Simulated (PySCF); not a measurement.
# One molecule, several mistakes: B2H4NSi cation

Calculated results; nothing here was measured. The program is PySCF 2.14.0, an open-source quantum chemistry code, run on an isolated molecule that a program drew, which may never have been made. The molecule is B2H4NSi cation (charge +1, singlet), drawn as the SMILES string `B=N[B+][SiH3]`.

Each row is a Hartree-Fock (HF) and frozen-core CCSD(T) single point in the cc-pV(D+d)Z basis, meant for a local HF minimum. Run 1 is clean. Each other run has one planted mistake out of seven kinds, and not every kind appears here: one electron removed, one electron added, multiplicity raised by two, geometry at a saddle point, minimal basis STO-3G, one bond length entered in bohr, all coordinates scaled. The reference is restricted for singlets and unrestricted otherwise, and also for a bond in bohr. Adding or removing an electron swaps singlet and doublet. Electrons count all cores. HOMO and LUMO are orbital energies over both spins, the gradient is its largest component, and the lowest frequency (negative if imaginary) is given only where the gradient is small. Bond lengths are over the 7 bonds as drawn. T1 is the CCSD diagnostic: over 0.02 (restricted) or 0.045 (unrestricted) a single reference is doubtful.

Geometry of the clean run:
```xyz
8
B2H4NSi cation, angstrom
B    -2.9800   -1.8841    0.6500
N    -1.8538   -1.2765    0.6195
B    -0.7116   -0.6603    0.5886
Si    1.1006    0.3172    0.5396
H    -4.0078   -2.4386    0.6778
H     0.7778    1.6580    0.0324
H     1.9238   -0.4868   -0.3741
H     1.5621    0.2993    1.9345
```

| run | electrons | basis functions | <S^2> | HOMO (eV) | LUMO (eV) | gradient (hartree/bohr) | lowest frequency (cm^-1) | mean bond (Å) | longest bond (Å) | T1 | HF (hartree) | CCSD(T) (hartree) | mistake |
|---|---|---|---|---|---|---|---|---|---|---|---|---|---|
| 1 | 34 | 85 | 0.000 | -17.99 | -3.98 | 3.7e-06 | 111 | 1.4591 | 2.060 | 0.0153 | -394.87539 | -395.31077 | no fault |
| 2 | 34 | 28 | 0.000 | -16.71 | -1.32 | 2.4e-02 | - | 1.4591 | 2.060 | 0.0162 | -390.27232 | -390.49271 | minimal basis STO-3G |
| 3 | 35 | 85 | 0.844 | -5.88 | 1.85 | 3.9e-02 | - | 1.4591 | 2.060 | 0.0227 | -395.05456 | -395.51264 | one electron added |
| 4 | 34 | 85 | 0.000 | -13.41 | -5.44 | 5.4e-02 | - | 1.7209 | 3.892 | 0.0257 | -394.75056 | -395.18833 | one bond length entered in bohr |
| 5 | 34 | 85 | 0.000 | -18.32 | -3.97 | 5.6e-02 | - | 1.3979 | 1.973 | 0.0143 | -394.85822 | -395.28725 | ? |
| 6 | 34 | 85 | 2.062 | -12.60 | -8.29 | 5.2e-02 | - | 1.4591 | 2.060 | 0.0233 | -394.68106 | -395.10485 | ? |

**Which mistake was planted in run 5, and what did it cost?**

The mean and the longest bond both change by the same factor, 0.958, and the gradient is no longer small. So the mistake is: all coordinates scaled. Subtracting run 1 and multiplying by 627.51 kcal/mol a hartree, the energy moved by 10.8 kcal/mol in HF and 14.8 kcal/mol in CCSD(T).

**Which mistake was planted in run 6, and what did it cost?**

Electrons, basis and geometry are unchanged, and <S^2> is 2.062, beside S(S+1) = 2.00 for a multiplicity of 3. So the mistake is: multiplicity raised by two. Subtracting run 1 and multiplying by 627.51 kcal/mol a hartree, the energy moved by 121.9 kcal/mol in HF and 129.2 kcal/mol in CCSD(T).

